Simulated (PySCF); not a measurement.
One of the candidates below gave these computed data.

All candidates are C5H7NO2.

| technique | computed result |
| --- | --- |
| Polarisability | 70.5 au [PBE0/def2-SVPD] |
| 13C NMR | chemical shifts (computed TMS as zero) by class: 171.9 (1 C), 156.4 (1 C), 101.1 (1 C), 72.4 (1 C), 51.3 (1 C) ppm [GIAO PBE0/pcSseg-1] |
| Rotational structure | rotational constants A, B, C: 4.386, 1.596, 1.331 GHz [GFN2-xTB] |
| UV, strongest line | among the 6 lowest singlet transitions: S4 at 6.33 eV (196 nm, f = 0.079) [TDDFT PBE0/def2-SVPD] |
| NMR, other nuclei | isotropic shieldings of nuclei other than C and H, by class: 156 (1 N), -67 (1 O), 200 (1 O) ppm [GIAO PBE0/pcSseg-1] |
| 1H NMR | chemical shifts (computed TMS as zero) by class: 6.32 (1 H), 5.55 (1 H), 4.78 (1 H), 4.72 (1 H), 4.66 (1 H), 4.43 (1 H), 3.65 (1 H) ppm [GIAO PBE0/pcSseg-1] |
| Dipole | 4.16 D [PBE0/def2-SVPD] |
| UV, first state | lowest singlet excitation: 5.34 eV (232 nm, f = 0.035) [TDDFT PBE0/def2-SVPD] |
| Triplet | lowest triplet excitation (Tamm–Dancoff): 3.98 eV [TDA PBE0/def2-SVPD] |

Gas-phase values; electronic properties from PySCF, density fitting. Levels stand in brackets. One conformer (not necessarily the lowest) at the GFN2-xTB geometry, without solvent, vibrations or thermal averaging. NMR classes are plain means over equivalent atoms (diastereotopic ones count apart unless rotation or inversion swaps them), as if these changed places fast.

Task: Which candidate is it?
A. `N=C1CC(C(=O)O)C1`
B. `C[C@@H]1OCO[C@H]1C#N`
C. `NC(=O)[C@@H]1C=COC1`

Result: C. It is `NC(=O)[C@@H]1C=COC1`. Numbering: `[NH2:1][C:2](=[O:3])[C@@H:4]1[CH:5]=[CH:6][O:7][CH2:8]1`. Its formula, C5H7NO2, gives 3 degrees of unsaturation: 1 ring and 2 π bonds in the structure found. 5 carbons fall into 5 classes; from least to most shielded: amide carbonyl carbon [C2] (171.9 ppm), vinylic carbon bearing oxygen [C6] (156.4 ppm), alkene CH carbon [C5] (101.1 ppm), ring sp3 carbon bound to oxygen [C8] (72.4 ppm), sp3 carbon next to a carbonyl [C4] (51.3 ppm). Hydrogen classes from least to most shielded: 1 H on a vinylic carbon bearing oxygen, C6 (6.32 ppm), 1 H on an sp3 carbon bound to oxygen, C8 (5.55 ppm), 1 H on an amide nitrogen, N1 (4.78 ppm), 1 H on an alkene CH carbon, C5 (4.72 ppm), 1 H on an amide nitrogen, N1 (4.66 ppm), 1 H on an sp3 carbon bound to oxygen, C8 (4.43 ppm), 1 H on an sp3 carbon next to a carbonyl, C4 (3.65 ppm). The other shieldings belong to: 156 ppm, amide nitrogen [N1]; -67 ppm, amide oxygen [O3]; 200 ppm, cyclic ether oxygen [O7]. The optimised geometry has point group C1 and is an asymmetric top.

The others, at the same levels:
- `C[C@@H]1OCO[C@H]1C#N` fails: its computed 13C shifts are 122.9 (1 C), 99.8 (1 C), 83.1 (1 C), 70.5 (1 C), 22.1 (1 C) ppm, 1H shifts are 5.55 (1 H), 5.16 (1 H), 4.34 (1 H), 4.03 (1 H), 1.44 (3 H) ppm and rotational constant A is 3.078 GHz (against 4.386 GHz).
- `N=C1CC(C(=O)O)C1` fails: its computed 13C shifts are 181.3 (1 C), 178.6 (1 C), 46.0 (1 C), 43.2 (1 C), 28.2 (1 C) ppm, 1H shifts are 10.69 (1 H), 6.15 (1 H), 3.76 (1 H), 3.00 (1 H), 2.98 (1 H), 2.98 (1 H), 2.83 (1 H) ppm and rotational constant A is 5.502 GHz (against 4.386 GHz).

Each candidate is one conformer, not necessarily the lowest. The conformers computed, where there is a choice (atom-mapped SMILES and torsion angles):
- `[NH2:1][C:2](=[O:3])[C@@H:4]1[CH:5]=[CH:6][O:7][CH2:8]1`: N1–C2–C4–C5 -72°, H–N1–C2–O3 -178°, H–N1–C2–O3 -3°
- `[NH:1]=[C:2]1[CH2:3][CH:4]([C:5](=[O:6])[OH:7])[CH2:8]1`: C3–C4–C5–O6 -77°, H–O7–C5–C4 -178°

The conformers of `C[C@@H]1OCO[C@H]1C#N` aren't listed.
